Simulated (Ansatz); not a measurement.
```yaml
crystal:
  periodic: [false, false, false]
  atoms:
    - {symbol: F, position_ang: [1.406448, 0.243899, 2.144494]}
    - {symbol: C, position_ang: [0.797781, -0.208474, 0.634487]}
    - {symbol: Cl, position_ang: [2.478851, -0.892324, -0.688306]}
    - {symbol: C, position_ang: [-0.274142, 1.054773, -0.297463]}
    - {symbol: Ga, position_ang: [-1.183096, -1.229409, -0.355641]}
    - {symbol: H, position_ang: [-1.020221, 1.776167, 0.592947]}
    - {symbol: H, position_ang: [0.282049, 1.839562, -1.259022]}
    - {symbol: H, position_ang: [-2.372546, -2.655571, -0.841245]}
basis:
  gaussian: {orbitals: STO-3G}
hamiltonian: {xc: {name: HF}}
correlation: {active_space: {window: {electrons: 3, orbitals: 2}}}
scf: {lower_state_search: off}
output: {forces: true}
```

```sh
$ ansatz run in.yaml --threads 4 --pin off --events-out ev --progress --plain --max-ram 10444MiB
```

Task: How does Ansatz answer? (Best estimate.)

Result: Ansatz gave: The run stopped with an error.
```
Functional definition: HF
520 factors; integrals over basis functions are off by at most 7.7e-5 eV
mean field evaluation 1: about -68824.2264 eV, gradient 3.2e1 eV
mean field evaluation 2: about -68824.3734 eV, gradient 3.2e1 eV
mean field evaluation 4: about -68831.8014 eV, gradient 5.4e0 eV
mean field evaluation 8: about -68832.3951 eV, gradient 3.8e-1 eV
mean field -68832.41379458 eV, -2529.5445506650 hartree, gradient 2.5e-6 eV, S^2 0.000000; 0 other end points of the search recorded, 0 dependent functions left out
reference -68832.41379458 eV, -2529.5445506650 hartree; 36, 36 occupied and 9, 9 virtual orbitals, 520 factors
Error: 3 electrons in 2 orbitals form no window around the highest filled level of the reference
```
